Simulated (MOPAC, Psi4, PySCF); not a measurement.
Approach curve of the dimer H2 ··· H2O (SMILES [H][H] and O). Monomers: optimised at B3LYP-D3(BJ) (def2-TZVP), held rigid. Orientation: lowest of the rigid-body minima from ten starts at GFN2-xTB. The monomers approach along the line of their centres of mass (distance R); nothing else relaxes.

Geometry at R = 3.05 Å (first 2 atoms: monomer A):
```
5

H      0.3719     0.0000     0.0000
H     -0.3719     0.0000     0.0000
O      2.9831     0.0806     0.1149
H      3.6565    -0.0008    -0.5682
H      3.4660     0.2760     0.9245
```

Methods: RKS-B3LYP/3-21G = restricted B3LYP/3-21G, no counterpoise correction (PySCF 2.14.0); MP2/aug-cc-pVDZ = Psi4 with DF-MP2/aug-cc-pVDZ, frozen core, counterpoise-corrected; PM6, restricted, heats of formation (MOPAC); RKS-M06-2X/6-31G* = restricted M06-2X/6-31G*, spherical d, no counterpoise correction (PySCF); RMP2/6-31G* = restricted MP2 (frozen core)/6-31G*, spherical d, no counterpoise correction in PySCF.

Interaction energies in kJ/mol (negative: bound); R is the distance of the centres of mass, d the H1···O3 distance.

```tsv
R / Å	d / Å	RKS-B3LYP/3-21G	MP2/aug-cc-pVDZ	PM6	RKS-M06-2X/6-31G*	RMP2/6-31G*
2.47	2.03	-17.83	6.45	-1.04	-0.72	3.47
2.67	2.23	-17.76	0.99	-1.94	-4.18	-1.41
2.84	2.40	-15.89	-1.05	-1.64	-4.90	-3.11
3.05	2.61	-12.39	-1.94	-1.01	-4.67	-3.70
3.26	2.82	-8.62	-2.02	-0.52	-4.09	-3.49
3.42	2.98	-6.10	-1.87	-0.31	-3.60	-3.08
3.75	3.31	-2.63	-1.42	-0.11	-2.53	-2.06
4.09	3.65	-1.09	-1.01	-0.05	-1.49	-1.20
4.51	4.07	-0.51	-0.66	-0.03	-0.68	-0.62
5.29	4.85	-0.24	-0.32	-0.01	-0.23	-0.26
6.25	5.81	-0.12	-0.15	0.00	-0.11	-0.12
7.58	7.14	-0.05	-0.07	0.00	-0.05	-0.05
```

Lowest grid point: RKS-B3LYP/3-21G -17.83 kJ/mol at R = 2.47 Å; MP2/aug-cc-pVDZ -2.02 kJ/mol at R = 3.26 Å; PM6 -1.94 kJ/mol at R = 2.67 Å; RKS-M06-2X/6-31G* -4.90 kJ/mol at R = 2.84 Å; RMP2/6-31G* -3.70 kJ/mol at R = 3.05 Å.
